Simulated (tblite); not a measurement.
Species: C3H11Ge2NS.
Bonds: C1–C2 (double), C2–Ge3, Ge3–N4, N4–Ge5, Ge5–S6, S6–C7. Hydrogens: H8, H9 on C1; H10 on C2; H11, H12 on Ge3; H13 on N4; H14, H15 on Ge5; H16, H17, H18 on C7.

Computed with GFN2-xTB (tblite), gas phase: L-BFGS steps from a force-field or distance-geometry start until the largest atomic force falls under 0.01 eV/Å.

The end geometry, which sets the zero of energy:
```
atom  x, y, z in Å
C1     -2.8477    1.5321    1.0155
C2     -1.9352    1.2000    0.1175
Ge3    -2.0544   -0.3761   -1.0303
N4     -0.7116   -1.5797   -0.6735
Ge5     1.0279   -1.2175   -1.0193
S6      1.8287    0.4717    0.1778
C7      3.5752    0.3820   -0.3391
H8     -3.7546    0.9580    1.1318
H9     -2.7385    2.3882    1.6644
H10    -1.0292    1.7896    0.0320
H11    -1.8689   -0.0582   -2.4875
H12    -3.3308   -1.1469   -0.8140
H13    -0.8538   -2.0856    0.1896
H14     1.8195   -2.4804   -0.7280
H15     1.1274   -0.9027   -2.4942
H16     4.0934    1.1652    0.2034
H17     3.6547    0.5545   -1.4084
H18     3.9891   -0.5877   -0.0788
```

**Question.** These geometries come from the run, each turned onto the end geometry. Order them by energy, lowest first.
A.
```
atom  x, y, z in Å
C1     -2.5964    1.6414    0.9046
C2     -1.7200    1.1618    0.0380
Ge3    -1.9844   -0.4449   -1.0410
N4     -0.7470   -1.7473   -0.6489
Ge5     1.0209   -1.4322   -0.8720
S6      1.8593   -0.0302    0.6312
C7      3.2942    0.5764   -0.3218
H8     -3.5567    1.1711    1.0523
H9     -2.4028    2.5218    1.4991
H10    -0.7570    1.6483   -0.0718
H11    -1.7496   -0.1808   -2.5037
H12    -3.3237   -1.0934   -0.8231
H13    -0.9750   -2.3025    0.1627
H14     1.7352   -2.7694   -0.8321
H15     1.1757   -0.8165   -2.2432
H16     3.9361    1.0896    0.3858
H17     2.9538    1.2683   -1.0863
H18     3.8285   -0.2553   -0.7709
```
B.
```
atom  x, y, z in Å
C1     -2.8095    1.5531    1.0037
C2     -1.9077    1.1813    0.1105
Ge3    -2.0668   -0.3990   -1.0260
N4     -0.7165   -1.6010   -0.6952
Ge5     1.0175   -1.2149   -1.0357
S6      1.8158    0.4214    0.2343
C7      3.5575    0.3905   -0.3043
H8     -3.7347    1.0103    1.1242
H9     -2.6710    2.4115    1.6444
H10    -0.9825    1.7402    0.0225
H11    -1.9119   -0.0780   -2.4851
H12    -3.3372   -1.1712   -0.7811
H13    -0.8552   -2.1278    0.1559
H14     1.8134   -2.4889   -0.8214
H15     1.0960   -0.8171   -2.4925
H16     4.0318    1.2542    0.1495
H17     3.6143    0.4621   -1.3863
H18     4.0377   -0.5203    0.0415
```
C.
```
atom  x, y, z in Å
C1     -2.6958    1.6241    0.9454
C2     -1.7926    1.1633    0.0964
Ge3    -2.0469   -0.4209   -1.0131
N4     -0.7387   -1.6787   -0.7298
Ge5     1.0251   -1.3508   -0.9845
S6      1.8037    0.1735    0.4280
C7      3.4402    0.5071   -0.3023
H8     -3.6581    1.1460    1.0423
H9     -2.5231    2.4893    1.5681
H10    -0.8293    1.6542    0.0197
H11    -1.9447   -0.1182   -2.4813
H12    -3.3392   -1.1285   -0.7032
H13    -0.9240   -2.2684    0.0678
H14     1.7473   -2.6741   -0.8045
H15     1.2115   -0.8688   -2.4074
H16     3.8974    1.2537    0.3356
H17     3.3236    0.9029   -1.3062
H18     4.0348   -0.3992   -0.3123
```
D.
```
atom  x, y, z in Å
C1     -2.7194    1.5608    0.9592
C2     -2.0398    1.3866   -0.1620
Ge3    -1.9184   -0.3468   -1.0708
N4     -0.6377   -1.4670   -0.4135
Ge5     1.1041   -1.5623   -0.8918
S6      2.4303   -0.7192    0.6770
C7      3.4098    0.4813   -0.3031
H8     -3.2589    0.7477    1.4219
H9     -2.7757    2.5122    1.4664
H10    -1.5238    2.2283   -0.6074
H11    -1.5607   -0.1959   -2.5242
H12    -3.1918   -1.1329   -0.9017
H13    -0.8220   -1.7897    0.5274
H14     1.3963   -3.0315   -1.1165
H15     1.2789   -0.8051   -2.1907
H16     4.2380    0.7716    0.3348
H17     2.8000    1.3502   -0.5335
H18     3.7820    0.0182   -1.2127
```
E.
```
atom  x, y, z in Å
C1     -2.7348    1.5160    0.9206
C2     -2.0751    1.4339   -0.2193
Ge3    -1.8754   -0.3370   -1.0056
N4     -0.6845   -1.3189    0.0252
Ge5     0.9581   -1.5277   -0.8139
S6      2.7152   -0.8915    0.4383
C7      3.6133    0.5351   -0.3409
H8     -3.1025    0.6189    1.3911
H9     -2.9237    2.4473    1.4290
H10    -1.6995    2.3243   -0.7098
H11    -1.3250   -0.2622   -2.4105
H12    -3.2072   -0.9946   -1.0231
H13    -1.0846   -2.2110    0.3187
H14     1.1064   -3.0047   -1.0949
H15     0.9096   -0.7285   -2.0973
H16     4.4077    0.7527    0.3594
H17     2.9511    1.3852   -0.4135
H18     4.0422    0.2693   -1.2948
```

**Answer.** B (0.002 eV), C (0.017 eV), A (0.034 eV), D (0.129 eV), E (0.495 eV).

In the order of the answer:

```
step  E above end (eV)  largest force (eV/Å)  rms force component (eV/Å)  rms distance from end (Å)  rms bond change (Å)  bond most changed (Å)
 166             0.002                  0.02                       0.008                      0.073                0.001          N4–Ge5 -0.001
 126             0.017                  0.07                       0.025                      0.235                0.001          C2–Ge3 -0.003
  97             0.034                  0.03                       0.011                      0.424                0.001         Ge3–H12 -0.003
  43             0.129                  0.11                       0.031                      0.701                0.005          Ge3–N4 -0.014
   4             0.495                  0.57                       0.177                      0.817                0.018          N4–Ge5 +0.046
```

What follows is the cost of the whole relaxation. Hardware: an Arm Neoverse V1 with one thread, no GPU, shared host. Cost: 1.8 s of wall time.
